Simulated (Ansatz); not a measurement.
**Isomers of C4H9Br**

2 of its isomers, all singlets with charge 0: A = 2-bromo-2-methylpropane `CC(C)(C)Br`; B = 1-bromobutane `CCCCBr`.

Shapes, held fixed at every level: PBE0-D4/def2-TZVP. Flexible molecules stand in one conformer, not always the lowest. Programs: Ansatz 0.2.0.

A:

```xyz
14

C    -1.3576    0.4804    0.1970
C     0.1019    0.2625   -0.1426
C     0.9465    0.0791    1.1007
C     0.2867   -0.8787   -1.1205
Br    0.7444    1.9160   -1.0465
H    -1.4854    1.3309    0.8677
H    -1.9515    0.6543   -0.7012
H    -1.7442   -0.4139    0.6975
H     0.8405    0.9258    1.7800
H     2.0018   -0.0343    0.8494
H     0.6182   -0.8253    1.6241
H    -0.0582   -1.8075   -0.6533
H     1.3358   -1.0010   -1.3926
H    -0.2917   -0.7176   -2.0310
```

B:

```xyz
14

C    -1.5109    0.7557    1.0058
C    -0.6482    0.3696   -0.1824
C     0.5743   -0.4345    0.2243
C     1.4508   -0.8707   -0.9238
Br    2.3057    0.6354   -1.8270
H    -1.8690   -0.1278    1.5420
H    -0.9494    1.3678    1.7171
H    -2.3849    1.3307    0.6929
H    -0.3247    1.2686   -0.7151
H    -1.2398   -0.2144   -0.8971
H     1.1735    0.1304    0.9458
H     0.2516   -1.3493    0.7400
H     0.8858   -1.3870   -1.6990
H     2.2723   -1.5035   -0.5950
```

Enthalpies at 298 K in kJ/mol, with harmonic thermal terms from PBE0-D4/def2-TZVP. Measured gas-phase heats of formation: A CRC Handbook of Chemistry and Physics; B CRC Handbook of Chemistry and Physics.

Problem. Which isomer should be the most stable, and roughly by how much?

Solution. A < B in rising energy, over a span of 25 kJ/mol, by experiment. All levels agree on that. Absolute errors: CCSD/def2-SVP 0.3; CCSD(T)/def2-TZVPP 0.5; r2SCAN-D4/def2-TZVPP 0.6; r2SCAN0-D4/def2-TZVPP 1.4; SPW92/def2-TZVPP 1.8; CCSD/def2-TZVPP 2.3; PBE0-D4/def2-TZVPP 4.2; HF/def2-SVP 10.5 kJ/mol. Relativity is left out for Br unless named. Correlated rows may include outer-core shells of Br, which these sets cover unevenly.

```tsv
level	kind	B − A
HF/def2-SVP	Hartree–Fock	+14.8
SPW92/def2-TZVPP	LDA	+27.1
r2SCAN-D4/def2-TZVPP	meta-GGA	+25.9
PBE0-D4/def2-TZVPP	global hybrid	+21.1
r2SCAN0-D4/def2-TZVPP	global hybrid	+23.9
CCSD/def2-SVP	coupled cluster or CI	+25.0
CCSD/def2-TZVPP	coupled cluster or CI	+23.0
CCSD(T)/def2-TZVPP	coupled cluster or CI	+25.8
measured	experiment	+25.3
```
